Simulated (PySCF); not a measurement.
C₁₀H₆N₂S, SMILES c1sc(c(C#N)c1)-c1ccncc1, GFN2-xTB optimised geometry.

```
19

N     -0.11    -3.37     0.00
C      0.38    -2.33     0.00
C      1.08    -1.11     0.00
C      2.50    -1.11     0.00
C      3.02     0.14     0.00
S      1.80     1.36     0.00
C      0.54     0.17     0.00
C     -0.85     0.59     0.00
C     -1.91    -0.32     0.00
C     -3.21     0.17     0.00
N     -3.51     1.46     0.00
C     -2.51     2.32     0.00
C     -1.18     1.95     0.00
H      3.08    -2.01     0.00
H      4.05     0.44     0.00
H     -1.74    -1.38     0.00
H     -4.05    -0.51     0.00
H     -2.79     3.37     0.00
H     -0.40     2.70     0.00
```

Density from PBE/def2-SVP (PySCF) at that geometry.

Minimum of the electron density along straight lines between bonded atoms, close to the bond critical point (lines longer than 1.1 times the sum of covalent radii, or with two minima, are not listed):

```
bond     length / Å  ρ at the minimum / e bohr⁻³  ∇²ρ there / e bohr⁻⁵  position (fraction from the first atom)
-------  ----------  ---------------------------  --------------------  ---------------------------------------
N1–C2         1.148                        0.473                  0.39                                     0.66
C2–C3         1.405                        0.286                 -0.71                                     0.53
C3–C4         1.422                        0.287                 -0.66                                     0.51
C4–C5         1.354                        0.323                 -0.80                                     0.49
C5–S6         1.716                        0.216                 -0.45                                     0.47
C3–C7         1.384                        0.305                 -0.71                                     0.50
S6–C7         1.737                        0.208                 -0.42                                     0.53
C7–C8         1.448                        0.275                 -0.64                                     0.51
C8–C9         1.398                        0.301                 -0.72                                     0.51
C9–C10        1.385                        0.311                 -0.77                                     0.50
C10–N11       1.321                        0.350                 -1.02                                     0.36
N11–C12       1.323                        0.350                 -1.03                                     0.64
C8–C13        1.399                        0.301                 -0.73                                     0.51
C12–C13       1.382                        0.312                 -0.78                                     0.50
C4–H14        1.075                        0.283                 -1.09                                     0.64
C5–H15        1.072                        0.284                 -1.11                                     0.65
C9–H16        1.077                        0.285                 -1.10                                     0.64
C10–H17       1.082                        0.285                 -1.10                                     0.64
C12–H18       1.082                        0.285                 -1.09                                     0.64
C13–H19       1.080                        0.281                 -1.05                                     0.63
```
